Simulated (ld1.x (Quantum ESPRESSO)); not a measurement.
I: one change to a TM potential, before and after

```
Element                 : I
Generator               : ld1.x (Quantum ESPRESSO) 7.5
Type                    : norm-conserving Troullier–Martins (Kleinman–Bylander form)
Functional              : Wu–Cohen
Relativity              : fully relativistic
Frozen core             : [Kr] 4d10
Valence charge          : 7
Reference configuration : 5s1 5p6
Partial waves           : 5s (bound): rc 1.45 bohr; 5p (bound): rc 1.80 bohr
Local potential         : all-electron potential smoothed inside 1.25 bohr (lloc = -2)
Core correction         : Bessel-smoothed model core, default radius (core density twice the valence density)
```

Open shells are filled in proportion to 2j + 1 (rel_dist='average').

All-electron outer shells of the reference configuration (Wu–Cohen, scalar-relativistic, ld1.x):

```
shell  level (eV)  outermost node (bohr)  outermost maximum (bohr)
   4p     -128.79                   0.37                      0.72
   4d      -51.52                   0.35                      0.78
   5s      -18.18                   0.88                      1.70
   5p       -7.63                   0.96                      2.00
```

Change: wave 5p (bound): rc 1.80 bohr becomes 5p (bound): rc 2.26 bohr.

Cutoffs: the cutoffs (Ry, on a coarse ladder) from which the occupation-weighted sum of valence levels, in a spherical-Bessel basis at the reference potential, stays within 10 and 1 mRy of its value at 400 Ry; they do not see the model core or the augmentation charge, which bear on the density cutoff. Errors are all-electron minus pseudo energies relative to the spin-unpolarised reference configuration.

What does the change do?

The potential gets softer (40 Ry and 100 Ry → 35 Ry and 80 Ry); both files keep a bound ghost (d, s); of the 7 tests that both files solve, the error grows in 0 and shrinks in 1 by more than 15 % and 0.3 meV (median size 9.1 → 10.1 meV). A larger radius leaves more room for a smooth pseudo-wave, so fewer plane waves are needed.

```csv
quantity,base,changed
"cutoff, loose",40 Ry,35 Ry
"cutoff, tight",100 Ry,80 Ry
bound ghosts,"s, d","s, d"
"error for 5s2 5p5, meV [ΔE -10.41 eV]",-10,-11
"error for 5s2 5p4, meV [ΔE 0.77 eV]",-8.4,-9.4
"error for 5s2 5p3, meV [ΔE 20.71 eV]",+2.1,-0.3
"error for 5s1 5p5, meV [ΔE 11.75 eV]",+5.5,+5.0
"error for 5s2 5p1, meV [ΔE 89.75 eV]",-71,-80
"error for 5s2 5p4.5, meV [ΔE -5.85 eV]",-11,-12
"error for 5s2 5p5.3, meV [ΔE -12.20 eV]",-9.1,-10
```

 A true bound ghost makes a file unfit for plane-wave use even where its test errors are small: the radial tests pick states by their node count and pass the ghost by.
